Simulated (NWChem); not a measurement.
Correlation energy of borohydride (H4B (-1))

SMILES: [BH4-]
```xyz
5

B      0.0000     0.0000     0.0000
H      0.0000     1.0278     0.7267
H      0.0000    -1.0278     0.7267
H      1.0278     0.0000    -0.7267
H     -1.0278     0.0000    -0.7267
```
Charge -1, spin multiplicity 1.

All runs are NWChem calculations. Structure: optimised with PBE/def2-SVP, a minimum by its harmonic frequencies.

Basis set: aug-cc-pVDZ. Each correlation energy counts from its own Hartree-Fock reference.

The correlated methods keep 1 core orbital frozen. The anion's geometry comes from a basis without diffuse functions. Coupled-cluster values serve here as a point of comparison, not as the truth.

Question: For the correlation energy, MP2 gives -144.0 mHa and CCSD(T) gives -176.9 mHa. What do CR-CCSD(T), CR-CCSD[T] give?

Answer: CR-CCSD(T): -176.2 mHa; CR-CCSD[T]: -176.4 mHa.
